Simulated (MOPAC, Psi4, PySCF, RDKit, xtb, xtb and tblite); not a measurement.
Two geometries of H2Cl3FSi2, SMILES F[SiH2][Si](Cl)(Cl)Cl, singlet, relaxed at GFN2-xTB with one dihedral held; other torsions can differ between them too.

Structure A

```
8

F     -2.0067     0.1100     1.1223
Si    -1.2117    -0.0616    -0.2637
Si     1.0593     0.0599     0.1934
Cl     1.8123    -1.6813     0.9168
Cl     1.5831     1.5196     1.4985
Cl     2.0519     0.4395    -1.5441
H     -1.7056     1.0346    -1.0866
H     -1.6438    -1.3614    -0.7603
```

Structure B

```
8

F     -1.9815     0.0922     1.1189
Si    -1.1987    -0.0518    -0.2770
Si     1.0782     0.0095     0.1669
Cl     1.6151    -0.7179     1.9808
Cl     1.8282     1.8940     0.0447
Cl     2.0630    -1.0943    -1.2314
H     -1.6742     1.0766    -1.0665
H     -1.6605    -1.3288    -0.8047
```

Problem. Which is lower in energy at the level DF-MP2 (frozen core)/cc-pVTZ // GFN2-xTB in Psi4, and by how much?

Solution. A is lower, by 0.31 kcal/mol (dihedral F1–Si2–Si3–Cl4: 80° in A, 30° in B).

E(B) − E(A) in kcal/mol at the other levels, on the same two geometries: GFN2-xTB (xtb and tblite) 0.07; MMFF94 // GFN2-xTB (RDKit) 0.40; PBE0/def2-TZVP // GFN2-xTB (Psi4) 0.30; PBE0-D3(BJ)/def2-TZVP // GFN2-xTB (Psi4) 0.29; PBE/def2-TZVP // GFN2-xTB (Psi4) 0.30; PBE-D3(BJ)/def2-TZVP // GFN2-xTB (Psi4) 0.30; HF/cc-pVTZ // GFN2-xTB (Psi4) 0.30; UFF // GFN2-xTB (RDKit) 0.34; PM3, restricted, heats of formation // GFN2-xTB (MOPAC) 0.06; AM1, restricted, heats of formation // GFN2-xTB (MOPAC) 0.02; GFN1-xTB // GFN2-xTB (xtb) 0.22; restricted B3LYP/6-31G*, spherical d, density fitting // GFN2-xTB (PySCF) 0.37; restricted B3LYP/LANL2DZ, with its core potentials past Ne // GFN2-xTB (PySCF) 0.29; restricted Hartree-Fock/3-21G // GFN2-xTB (PySCF) 0.39; restricted Hartree-Fock/STO-3G // GFN2-xTB (PySCF) 0.06.

MMFF94 has few fitted parameters for silicon.
